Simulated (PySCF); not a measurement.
A structure optimised at B3LYP-D3(BJ)/def2-TZVPD, used in a PySCF frequency run:

```
Sn
H 1 1.7237
H 1 1.7237 2 109.15
H 1 1.7237 2 109.15 3 119.22
```
Charge 0, spin multiplicity 2.

**Question.** Write its SMILES, formula and point group.

**Answer.** [SnH3], H3Sn, C3v

**Question.** What are its rotational constants (standard atomic weights)?

**Answer.** 101.44, 101.44, 63.530 GHz
